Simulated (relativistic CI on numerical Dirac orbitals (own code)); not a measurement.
# Hyperfine structure of Sm54+, mass number 147

Computed by Dirac-Coulomb-Breit CI, KLI orbitals optimised for each configuration, QED by a radiative potential, unscaled Slater integrals (own radial code, finite nucleus).

Configuration list (outside the closed core 1s2): 2s²2p⁴, 2s2p⁵, 2p⁶, 2p⁵3s, 2p⁵3p, 2p⁵3d, 2s²2p³3s, 2s²2p³3p, 2s²2p³3d, 2s2p⁴3s, 2s2p⁴3p, 2s2p⁴3d, 2s²2p³4s, 2s²2p³4p, 2s²2p³4d, 2s²2p³4f. Levels of other configurations are missing.

Nuclear spin I = 7/2, μ = -0.809 μN, Q = -0.26 b (tables of Stone and Pyykkö). The electronic factors are computed for point nuclear moments, without core polarisation or the Bohr-Weisskopf and QED corrections.

```
     Level   E (eV)  A (GHz)  B (GHz)
2s²2p⁴ ³P2     0.00   -106.9    -19.5
2s²2p⁴ ³P1   623.58    62.12      116
2s²2p⁴ ¹D2   641.67   -279.5      253
2s2p⁵ ³P°2   938.48   -701.4      232
2s2p⁵ ¹P°1  1004.38    477.7     84.8
2s2p⁵ ³P°1  1606.16    -1627     31.4
```

Levels with J = 0, under 50 % of one LS term, or S terms without an open s electron are left out. Small factors come from cancelling terms and can be off by tens of per cent or more.

At this charge energies of transitions that change n are usually good to better than 1 %, and those within a shell (Δn = 0) to a few per cent.

Give the hyperfine levels of 2s²2p⁴ ³P2 relative to its centre of gravity.

With K = F(F + 1) − I(I + 1) − J(J + 1), E = AK/2 + B[¾K(K + 1) − I(I + 1)J(J + 1)]/[2I(2I − 1)J(2J − 1)]: F = 3/2: 951.3, F = 5/2: 692.9, F = 7/2: 326.1, F = 9/2: -153.7, F = 11/2: -752.9 GHz.

LS names give the leading component of a level, which can be under half, so a name can repeat, a term be missing and a line seem to break the LS rules.
